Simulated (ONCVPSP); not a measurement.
# What the settings do to the ONCV potential of lithium

Base potential:

| Quantity | Value |
| --- | --- |
| Element | lithium (Li) |
| Generator | ONCVPSP 4.0.1 |
| Type | optimised norm-conserving Vanderbilt (ONCV) |
| Functional | PBEsol |
| Relativity | scalar-relativistic |
| Frozen core | none |
| Valence charge | 3 |
| Reference configuration | 1s2 2s1 |
| Partial waves | 1s+2s: rc 0.90 bohr, ncon 3, nbas 6, qcut 17.2 1/bohr, 2 projectors; p scattering state at 0.1 Ha: rc 0.95 bohr, ncon 4, nbas 9, qcut 8.9 1/bohr, 2 projectors, debl 2.1 Ha; d scattering state at 0.03 Ha: rc 0.95 bohr, ncon 4, nbas 9, qcut 9.5 1/bohr, 2 projectors, debl 3.2 Ha |
| Local potential | polynomial inside 0.85 bohr (lpopt 5, dvloc0 4 Ha) |
| Core correction | none |

Cutoffs, loose and tight: the cutoffs (Ha) at which the residual kinetic energy of the hardest occupied pseudo-wave falls to 1 and 0.1 mHa per electron. They do not see the model core or the augmentation charge, which bear on the density cutoff. Test errors are all-electron minus pseudo excitation energies from the reference, over the configurations 1s2 2s0; 1s2 2s0.5; 1s2 2s0 2p1; 1s1 2s1. A dash means not determined; rows that change the core or the reference have their own tests.

```tsv
change	outcome	cutoff, loose	cutoff, tight	bound ghosts	GHOST(+) flags above zero	largest test error (meV)
base	generated	70 Ha	86 Ha	none	none	+280
local potential polynomial inside 0.85 bohr (lpopt 5, dvloc0 3.5 Ha)	generated	70 Ha	86 Ha	none	none	+280
p: nproj 1	generated	70 Ha	86 Ha	none	none	+280
s: qcut 14.7; p: qcut 7.6; d: qcut 8.1	generated	67 Ha	81 Ha	none	none	+305
```

**Question.** What comes out with this change to the base: core [He], valence charge 1; reference 2s1; waves now 2s: rc 3.05 bohr, ncon 4, nbas 7, qcut 2 1/bohr, 3 projectors, debl 2.8 Ha; p scattering state at 0.33 Ha: rc 3.10 bohr, ncon 4, nbas 7, qcut 2.1 1/bohr, 3 projectors, debl 0.8 Ha; d scattering state at 0.24 Ha: rc 2.80 bohr, ncon 4, nbas 7, qcut 3.3 1/bohr, 1 projector; local potential polynomial inside 2.00 bohr (lpopt 5, dvloc0 0 Ha)?

**Answer.** outcome: generated, projector energies reset by the program; cutoff, loose: 1.6 Ha; cutoff, tight: 5.8 Ha; bound ghosts: none; GHOST(+) flags above zero: none; largest test error (meV): 1 of 2 tests not solved or not reliable.
